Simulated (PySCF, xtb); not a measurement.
C₂H₆BeO, SMILES [CH3][Be][O]C.

GFN2-xTB run with xtb 6.7.1 at its own geometry gives an orbital gap of 7.04 eV and a dipole moment of 1.51 D.

Geometry optimised at PBE0-D3(BJ)/def2-SVP. The values are those of a single conformer.

Q: What does B3LYP/def2-TZVPD run with PySCF give? (The exact figures need the calculation; the answer reports its results.)

A: gap 7.69 eV (levels -8.00 and -0.31 eV), dipole 0.99 D.
